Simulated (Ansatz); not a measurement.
AlBrFHS (`[F][Al]([SH])[Br]`) at its PBE0-D4/def2-TZVP geometry, where that method's forces vanish. Total charge 0; spin multiplicity 1.

```tsv
atom	x (Å)	y (Å)	z (Å)
F1	1.5777	1.4560	-0.4331
Al2	0.5138	0.2367	-0.1804
S3	-1.3891	0.7176	0.7129
Br4	1.0811	-1.8426	-0.7675
H5	-1.7835	-0.5677	0.6681
```

Task: For each bond, give half the difference of the two atoms' forces along it (eV/Å; positive pushes the atoms apart) under PBE-D4, r2SCAN-D4, B3LYP-D4, ωB97M-V in def2-TZVPP. (Estimate.)

Result: Ansatz gave: 
| bond | length (Å) | PBE-D4 | r2SCAN-D4 | B3LYP-D4 | ωB97M-V |
| --- | --- | --- | --- | --- | --- |
| F1–Al2 | 1.638 | 0.44 | 0.04 | 0.09 | 0.11 |
| Al2–S3 | 2.156 | 0.05 | 0.02 | 0.04 | -0.03 |
| Al2–Br4 | 2.234 | 0.03 | 0.00 | 0.07 | -0.04 |
| S3–H5 | 1.345 | 0.25 | 0.01 | -0.02 | -0.09 |

B3LYP here is the variant with VWN-RPA as its local correlation; programs differ in this.
